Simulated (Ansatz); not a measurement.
These are frozen-core CCSD(T)/aug-cc-pVTZ // B3LYP-D3(BJ)/def2-TZVPD (Ansatz, a quantum-chemistry and plane-wave program) values and carry that method's errors.

Ansatz 0.2 input:
```yaml
crystal:
  periodic: [false, false, false]
  atoms:
    - { symbol: C, position_ang: [0.030577, -0.000826, -0.000422] }
    - { symbol: N, position_ang: [1.265648, -0.034213, -0.017492] }
    - { symbol: H, position_ang: [-0.673041, -0.911769, 0.022781] }
    - { symbol: H, position_ang: [-0.623183, 0.946809, -0.004865] }
basis:
  gaussian: { orbitals: aug-cc-pVTZ }
correlation:
  method: ccsd_t
total_charge: -1
```

Output:

```
Functional definition: HF
797 factors; integrals over basis functions are off by at most 1.2e-3 eV
mean field evaluation 1: about -2540.8627 eV, gradient 1.9e1 eV
mean field evaluation 2: about -2540.8651 eV, gradient 1.9e1 eV
mean field evaluation 4: about -2542.1140 eV, gradient 3.2e0 eV
mean field evaluation 8: about -2542.1711 eV, gradient 2.1e-1 eV
mean field evaluation 16: about -2541.7894 eV, gradient 1.3e1 eV
mean field evaluation 32: about -2535.9045 eV, gradient 5.6e-2 eV
mean field -2542.17157825 eV, -93.4230823550 hartree, gradient 1.9e-6 eV, S^2 0.000000; 0 other end points of the search recorded, 0 dependent functions left out
2 core orbitals not correlated
reference -2542.17157825 eV, -93.4230823550 hartree; 6, 6 occupied and 130, 130 virtual orbitals, 797 factors
second order -10.62305109 eV of doubles, -0.00000000 eV of singles
cycle   1  -10.47681510 eV  change    1.5e-1 eV  update   9.4e-2
cycle   2  -10.79692323 eV  change   -3.2e-1 eV  update   3.3e-2
cycle   3  -10.88576029 eV  change   -8.9e-2 eV  update   2.1e-2
cycle   4  -10.89278907 eV  change   -7.0e-3 eV  update   8.9e-3
cycle   5  -10.88650661 eV  change    6.3e-3 eV  update   6.1e-3
cycle   6  -10.88613297 eV  change    3.7e-4 eV  update   3.6e-3
cycle   7  -10.88694019 eV  change   -8.1e-4 eV  update   2.1e-3
cycle   8  -10.88656337 eV  change    3.8e-4 eV  update   1.4e-3
cycle   9  -10.88650381 eV  change    6.0e-5 eV  update   6.2e-4
cycle  10  -10.88690932 eV  change   -4.1e-4 eV  update   2.6e-4
cycle  11  -10.88671809 eV  change    1.9e-4 eV  update   1.1e-4
cycle  12  -10.88672644 eV  change   -8.3e-6 eV  update   3.7e-5
cycle  13  -10.88673765 eV  change   -1.1e-5 eV  update   1.8e-5
cycle  14  -10.88673190 eV  change    5.8e-6 eV  update   6.2e-6
perturbative correction -0.56505128 eV, -0.0207652514 hartree
Total energy: -2553.62336143 eV, -93.8439276244 hartree
```

Cost: around 13 core-seconds (rough).
